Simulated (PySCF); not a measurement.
C2H3F2GaO2 (SMILES CC(=O)[O][Ga]([F])[F]), singlet, geometry from GFN2-xTB (such geometries of metal compounds can be far from the true shape), with bond 9-6 at 1.4 times its length; CASSCF(6,4)/STO-3G run with PySCF.

The PySCF input:
```python
from pyscf import gto, scf, mcscf, mp
import numpy

mol = gto.M(
    atom='''
Ga    0.214325    0.090880    0.721862
F    -0.099399   -1.153677    1.886264
F     1.014907    1.571200    1.138642
O     0.696107   -0.581166   -1.090060
C    -0.443275   -0.202221   -1.464485
C    -0.857913   -0.365308   -2.886452
O    -1.224593    0.329296   -0.634416
H    -1.937988   -0.467845   -2.948329
H    -0.147486   -1.562398   -3.500327
H    -0.560186    0.533378   -3.427170
''',
    basis='sto-3g',
    charge=0,
    spin=0,
    verbose=4,
)

mf = scf.RHF(mol)
mf.kernel()
mc = mcscf.CASSCF(mf, 4, 6)
mc.fix_spin_(ss=0.0)
noons, natorbs = mcscf.addons.make_natural_orbitals(mp.MP2(mf).run())
mc.kernel(natorbs)
occ = numpy.linalg.eigvalsh(mc.fcisolver.make_rdm1(mc.ci, mc.ncas, mc.nelecas))[::-1]
ss = mc.fcisolver.spin_square(mc.ci, mc.ncas, mc.nelecas)[0]
print('natural occupations', occ.round(4), ' <S^2>', round(ss, 4))
```

Output, abridged:

```
PySCF version 2.14.0

[INPUT] verbose = 4
[INPUT] num. atoms = 10
[INPUT] num. electrons = 80
[INPUT] charge = 0
[INPUT] spin (= nelec alpha-beta = 2S) = 0
[INPUT] symmetry False subgroup None
[INPUT] Mole.unit = angstrom
[INPUT] Symbol           X                Y                Z      unit          X                Y                Z       unit  Magmom
[...]
nuclear repulsion = 590.191946404599
number of shells = 29
number of NR pGTOs = 153
number of NR cGTOs = 51
basis = sto-3g
ecp = {}

******** <class 'pyscf.scf.hf.RHF'> ********
method = RHF
initial guess = minao
damping factor = 0
level_shift factor = 0
DIIS = <class 'pyscf.scf.diis.CDIIS'>
diis_start_cycle = 1
diis_space = 8
diis_damp = 0
SCF conv_tol = 1e-09
SCF conv_tol_grad = None
SCF max_cycles = 50
direct_scf = True
direct_scf_tol = 1e-13
Set gradient conv threshold to 3.16228e-05
Initial guess from minao.
init E= -2319.54961225588
[...]
cycle= 1 E= -2320.89818763164  delta_E= -1.35  |g|= 0.799  |ddm|= 4.07
[...]
cycle= 2 E= -2321.14225045338  delta_E= -0.244  |g|= 0.301  |ddm|= 1.52
[...]
cycle= 3 E= -2321.17337375332  delta_E= -0.0311  |g|= 0.0715  |ddm|= 0.434
[...]
cycle= 4 E= -2321.17711034081  delta_E= -0.00374  |g|= 0.0227  |ddm|= 0.187
[...]
cycle= 5 E= -2321.17756258675  delta_E= -0.000452  |g|= 0.00777  |ddm|= 0.0731
[...]
cycle= 6 E= -2321.17762846836  delta_E= -6.59e-05  |g|= 0.00391  |ddm|= 0.0267
[...]
cycle= 7 E= -2321.17764640724  delta_E= -1.79e-05  |g|= 0.0021  |ddm|= 0.0145
[...]
cycle= 8 E= -2321.17765281192  delta_E= -6.4e-06  |g|= 0.000637  |ddm|= 0.0115
[...]
cycle= 9 E= -2321.17765355637  delta_E= -7.44e-07  |g|= 0.000182  |ddm|= 0.00409
[...]
cycle= 10 E= -2321.17765361661  delta_E= -6.02e-08  |g|= 6.62e-05  |ddm|= 0.00108
[...]
cycle= 11 E= -2321.17765362479  delta_E= -8.18e-09  |g|= 2.32e-05  |ddm|= 0.000382
[...]
cycle= 12 E= -2321.17765362578  delta_E= -9.91e-10  |g|= 6.97e-06  |ddm|= 0.000146
[...]
Extra cycle  E= -2321.17765362581  delta_E= -3.41e-11  |g|= 3.75e-06  |ddm|= 1.65e-05
converged SCF energy = -2321.17765362581

******** <class 'pyscf.mp.mp2.RMP2'> ********
nocc = 40, nmo = 51
E(RMP2) = -2321.48538143183  E_corr = -0.307727806013574
E(SCS-RMP2) = -2321.49061413603  E_corr = -0.312960510218037
E_corr(same-spin) = -0.0649763734595216
E_corr(oppo-spin) = -0.242751432554053

******** <class 'pyscf.mcscf.mc1step.CASSCF'> ********
CAS (3e+3e, 4o), ncore = 37, nvir = 10
max_cycle_macro = 50
max_cycle_micro = 4
conv_tol = 1e-07
conv_tol_grad = None
[...]
CASCI E = -2321.19816564616  S^2 = 0.0000000
[...]
macro iter  20 (  7 JK    2 micro), CASSCF E = -2321.21041196526  dE = -1.85667345e-04  S^2 = 0.0000000
               |grad[o]|=0.00217  |grad[c]|=0.014  |ddm|=0.00106  |maxRot[o]|=0.0697
macro iter  21 (  6 JK    2 micro), CASSCF E = -2321.21048042236  dE = -6.84571000e-05  S^2 = 0.0000000
               |grad[o]|=0.00153  |grad[c]|=0.00813  |ddm|=0.000887  |maxRot[o]|=0.0499
macro iter  22 (  9 JK    3 micro), CASSCF E = -2321.21044854384  dE =  3.18785205e-05  S^2 = 0.0000000
               |grad[o]|=0.000732  |grad[c]|=0.00354  |ddm|=0.000515  |maxRot[o]|=0.0511
macro iter  23 ( 21 JK    4 micro), CASSCF E = -2321.21046440437  dE = -1.58605262e-05  S^2 = 0.0000000
               |grad[o]|=0.000855  |grad[c]|=0.000778  |ddm|=0.000171  |maxRot[o]|=0.0461
macro iter  24 (  7 JK    2 micro), CASSCF E = -2321.21048222201  dE = -1.78176447e-05  S^2 = 0.0000000
               |grad[o]|=0.000449  |grad[c]|=0.00146  |ddm|=0.000255  |maxRot[o]|=0.0383
macro iter  25 ( 15 JK    4 micro), CASSCF E = -2321.21045162192  dE =  3.06000929e-05  S^2 = 0.0000000
               |grad[o]|=0.000258  |grad[c]|=0.0014  |ddm|=0.000589  |maxRot[o]|=0.109
macro iter  26 ( 21 JK    4 micro), CASSCF E = -2321.21045857759  dE = -6.95567087e-06  S^2 = 0.0000000
               |grad[o]|=0.000772  |grad[c]|=0.000198  |ddm|=0.000212  |maxRot[o]|=0.0186
macro iter  27 ( 17 JK    4 micro), CASSCF E = -2321.21046803005  dE = -9.45246029e-06  S^2 = 0.0000000
               |grad[o]|=0.000505  |grad[c]|=0.000482  |ddm|=0.0002  |maxRot[o]|=0.033
macro iter  28 (  7 JK    2 micro), CASSCF E = -2321.21048472637  dE = -1.66963223e-05  S^2 = 0.0000000
               |grad[o]|=0.000435  |grad[c]|=0.000463  |ddm|=0.00018  |maxRot[o]|=0.048
macro iter  29 (  4 JK    1 micro), CASSCF E = -2321.21048693277  dE = -2.20639959e-06  S^2 = 0.0000000
               |grad[o]|=0.000221  |grad[c]|=9.99e-05  |ddm|=0.000113  |maxRot[o]|=0.0252
macro iter  30 (  3 JK    1 micro), CASSCF E = -2321.21048693465  dE = -1.88128979e-09  S^2 = 0.0000000
               |grad[o]|=5.3e-05  |grad[c]|=1.73e-05  |ddm|=4.3e-05  |maxRot[o]|=0.000325
1-step CASSCF converged in  30 macro (394 JK  89 micro) steps
CASSCF canonicalization
Density matrix diagonal elements [1.983761   1.99787954 1.95203878 0.06632068]
CASSCF energy = -2321.21048693465
CASCI E = -2321.21048693465  E(CI) = -9.58511016340981  S^2 = 0.0000000
natural occupations [1.9983 1.9836 1.952  0.0662]  <S^2> 0.0
```
